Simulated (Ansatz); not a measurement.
`[NH2][GeH][Cl]` radical, 6 atoms. The species carries charge 0 and has multiplicity 2. Correlated methods include outer-core shells of Ge, which these sets cover unevenly. Scalar relativity is left out up to krypton. All runs use 2 threads of a server CPU on a shared host. Correlated methods freeze the cores. Open-shell runs search over several starts.

How many basis functions does each run have, and how long does it take in Ansatz? UKS B2PLYP (frozen core)/def2-TZVPP energy; UHF-CCSD(T)/def2-SVP energy; UKS PBE0-D4/def2-TZVP relaxation (7 steps); UHF-MP2/def2-QZVPP energy; UKS PBE0-D4/def2-QZVPP energy; UKS ωB97M-V/def2-SVP energy; UKS ωB97M-V/def2-QZVPP energy; UHF-CCSD(T)/def2-TZVPP energy; UKS PBE0-D4/def2-TZVP frequencies; UKS r2SCANh-D4/def2-TZVPP energy; UKS PBE0-D4/def2-SVP energy; UKS BHLYP-D4/def2-TZVPP energy. (Best estimate.)

Ansatz gave: Other jobs shared the machine, so times are rough.

| level | job | functions | wall time | peak host memory (GiB) |
| --- | --- | --- | --- | --- |
| UKS PBE0-D4/def2-SVP | energy | 79 | 4.1 s | 0.22 |
| UKS BHLYP-D4/def2-TZVPP | energy | 163 | 8.5 s | 0.51 |
| UKS r2SCANh-D4/def2-TZVPP | energy | 163 | 8.5 s | 0.54 |
| UKS B2PLYP (frozen core)/def2-TZVPP | energy | 163 | 12 s | 0.42 |
| UKS ωB97M-V/def2-SVP | energy | 79 | 12 s | 0.37 |
| UHF-CCSD(T)/def2-SVP | energy | 79 | 17 s | 0.42 |
| UKS PBE0-D4/def2-QZVPP | energy | 306 | 24 s | 1.1 |
| UHF-MP2/def2-QZVPP | energy | 306 | 42 s | 1.2 |
| UKS PBE0-D4/def2-TZVP | relaxation (7 steps) | 134 | 46 s | 0.39 |
| UKS ωB97M-V/def2-QZVPP | energy | 306 | 54 s | 1.4 |
| UKS PBE0-D4/def2-TZVP | frequencies | 134 | 2.9 min | 0.39 |
| UHF-CCSD(T)/def2-TZVPP | energy | 163 | 3.9 min | 3.1 |
